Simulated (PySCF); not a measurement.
[PySCF 2.14.0 with density-fitted response routines: σ from GIAO-PBE0/pcSseg-1; structure optimised with GFN2-xTB; no solvent; averaged over atoms made equivalent by symmetry, fast rotation or ring inversion; no relativistic terms; a single conformation]

Shifts are taken against calculated references (same method and geometry level): $^{1}$H (σref 31.72) and $^{13}$C (σref 186.93) vs TMS. Shifts are as computed. Against solution values, carbons near 30 ppm lie about +3 ppm off and those near 130 ppm about +5 ppm; carbons on Cl a further +6 ppm (rms about the fit 2.1 ppm; single classes can miss by 10 ppm). Of 1328 compounds with measured shifts, 309 miss one by over three times the rms of a fit or turn the order of signals round; such compounds aren't used in these exercises. Signals without a measured value on file couldn't be tested in this way; 1H shifts scatter by 0.2 ppm about their fit, and single ones miss by 0.5 ppm. Carbons bonded to Cl come out too deshielded. OH and NH positions are gas-phase values without hydrogen bonding to other molecules.

(1) Order these molecules by the shift of their most deshielded carbon, lowest δ first.
A. OCc1ccccc1F
B. CN[C@H]1C/C1=C/Cl
C. C=C1C=C1OC=O
D. C=C=C=CCCC

(2) How many $^{13}$C and $^{1}$H signals does each give (equivalence by symmetry and fast rotation, but not about amide C–N or C=N bonds)? `CN[C@H]1C/C1=C/Cl`, `OCc1ccccc1F`, `C=C1C=C1OC=O`, `C=C=C=CCCC`

Answers

(1) B (138.7 ppm, fully substituted alkene carbon), C (161.5 ppm, ester carbonyl carbon), A (169.0 ppm, aromatic carbon bearing fluorine), D (185.1 ppm, central carbon of an allene).

(2) CN[C@H]1C/C1=C/Cl: 5 C, 6 H; OCc1ccccc1F: 7 C, 6 H; C=C1C=C1OC=O: 5 C, 4 H; C=C=C=CCCC: 7 C, 5 H.
